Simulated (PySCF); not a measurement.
Polarisability and C₆ of K (potassium, neutral)

[Ar] 4s1, 2S determinant. Calculation: PySCF 2.14, in dyall-acv3z (25s18p7d3f, 135 functions); no relativity, point nucleus. Coupled (time-dependent) response in atomic units; α is the mean over directions.

```
 method  mean α (bohr³)  C₆ (like pair)   S(−4)
    UHF           415.8            6600  167300
    PBE           329.2            4664  105700
   PBE0           353.5            5184  121500
r2SCANh           314.4            4459   92010
```

S(−4) is the Cauchy moment in α(ω) = α(0) + S(−4) ω² + …

Reference α: 289.7 ± 0.3 bohr³ (recommended; Schwerdtfeger and Nagle, table of static dipole polarizabilities (2023 update)). Published C₆: 3923 (Chu and Dalgarno (2004); Tang, Norbeck and Certain (1976)).

Hartree-Fock lies above the reference because it lacks correlation, which contracts the outer shell.

α(iu) at PBE0:

| u (hartree) | α(iu) (bohr³) |
| --- | --- |
| 0 | 353.5 |
| 0.0500 | 191.4 |
| 0.100 | 83.19 |
| 0.200 | 28.81 |
| 0.300 | 15.99 |
| 0.500 | 8.460 |
| 0.750 | 5.365 |
| 1.00 | 3.832 |
| 1.50 | 2.247 |
| 2.00 | 1.468 |
| 3.00 | 0.7655 |
| 5.00 | 0.3230 |

A single London oscillator, α(iu) = α/(1 + u²/ω²), gives C₆ = (3/4) ω α². Matching the computed C₆ needs ω = 4 × 5184 / (3 × 353.5²) = 0.0553 hartree.
